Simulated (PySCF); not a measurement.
# SMILES [AlH3-][S@@+]1C[SiH2]CSC1, C$_{3}$H$_{11}$AlS$_{2}$Si

Geometry (Å), atoms numbered from 1 in this order:
```xyz
18

Al    2.7240   -0.3534   -0.6161
S     1.0498    0.2908    1.0601
C     0.2374    1.3060   -0.2093
Si   -1.6630    1.3081   -0.0422
C    -2.2536   -0.5028   -0.0462
S    -1.5002   -1.3925    1.3584
C     0.2258   -1.3246    0.8536
H     3.4009   -1.4366    0.2911
H     1.7370   -0.8753   -1.7404
H     3.2789    1.1003   -0.7769
H     0.5814    0.9634   -1.1925
H     0.6379    2.3053   -0.0483
H    -2.2022    1.9888   -1.2205
H    -2.0174    1.9141    1.2381
H    -3.3255   -0.5824    0.1144
H    -2.0061   -1.0512   -0.9544
H     0.3162   -1.6411   -0.1879
H     0.7699   -2.0105    1.5007
```

Computed, not measured: GIAO KT1/6-31G* magnetisability, non-relativistic, IEF-PCM tetrahydrofuran (PySCF). Geometry: GFN2-xTB.

Problem. What are the magnetisability and the molar susceptibility?

Solution. Isotropic -1636 × 10⁻³⁰ J/T², or -98.5 × 10⁻⁶ cm³/mol; principal values -1737, -1675, -1498 × 10⁻³⁰ J/T², anisotropy 215 × 10⁻³⁰ J/T² (root of half the summed squared differences of the principal values). The susceptibility is in cgs units.

Problem. Split it along the inertial axes a, b, c into diamagnetic and paramagnetic parts about the centre of mass, with the quadrupole moment.

Solution. 
```csv
axis,χ (10⁻⁶ cm³/mol),diamagnetic (10⁻⁶ cm³/mol),paramagnetic (10⁻⁶ cm³/mol),summed x² of all electrons (Å²),quadrupole Θ (D Å)
a,-103.2,-805.1,701.9,293.9,-10.40
b,-101.0,-1471.5,1370.4,136.9,+7.06
c,-91.4,-1827.8,1736.4,52.9,+3.34
```
Anisotropies 2χaa − χbb − χcc = -13.9 and 2χbb − χaa − χcc = -7.5 × 10⁻⁶ cm³/mol. Θ is traceless in Buckingham's convention.
